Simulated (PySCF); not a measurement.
## Bond length, frequency and bond energy of SnPb⁺ by level of theory

State: ⁴Σ⁻ (quartet), unpaired electrons σ ↑, π ↑↑. Set-up: PySCF, scalar-relativistic core potentials, basis sets Sn def2-SVP with ECP28, Pb def2-SVP with ECP60. De refers to Sn⁺ + Pb in their high-spin ground configurations, without counterpoise correction. The functionals are run spin-unrestricted. A positive dipole points towards Pb; it is taken about the centre of mass and depends on that origin.

```tsv
Level	Re (Å)	ωe (cm⁻¹)	De (eV)	μ (D)
UHF	2.848	159	n/a	-0.90
UHF-MP2	2.854	154	n/a	n/a
UHF-SCS-MP2	2.832	162	n/a	n/a
UHF-CCSD	2.880	147	n/a	n/a
UHF-CCSD(T)	2.893	142	n/a	n/a
PBE	2.912	135	n/a	-1.17
BLYP	2.966	124	n/a	-1.28
r²SCAN	2.869	144	n/a	-1.11
TPSSh	2.871	144	n/a	-1.05
PBE0	2.859	148	n/a	-1.10
HSE06	2.869	146	n/a	-1.13
B2PLYP	2.882	144	n/a	-1.11
```

Q: What does a quarter of exact exchange do here, going from PBE to PBE0?

A: PBE0 less PBE: -5.3 pm in Re, +9.6 % in ωe. Exact exchange removes part of the self-interaction that spreads semilocal densities, and in most molecules shortens and stiffens the bond and lowers De; so it does here.

Q: What does second-order correlation do here, going from UHF to UHF-MP2?

A: UHF-MP2 less UHF: +0.6 pm in Re, -3.1 % in ωe. Correlation nearly always deepens the well. The bond lengthens, as in strong covalent bonds, where excitations into antibonding orbitals dominate.

Q: What does the triples do here, going from UHF-CCSD to UHF-CCSD(T)?

A: UHF-CCSD(T) less UHF-CCSD: +1.3 pm in Re, -3.4 % in ωe. Correlation nearly always deepens the well. The bond lengthens, as in strong covalent bonds, where excitations into antibonding orbitals dominate.

Correlated steps freeze 8 core orbitals. Spin–orbit coupling is left out, which matters for elements this heavy, above all for dissociation energies. B2PLYP dipoles, levels and charges come from its SCF part alone. The state was picked by a PBE0 search and need not be the measured ground state.

The whole job (state search and all levels along the bond) took about 3.6 min on 1 thread of Arm Neoverse V1 (shared host), peak memory 0.59 GiB.
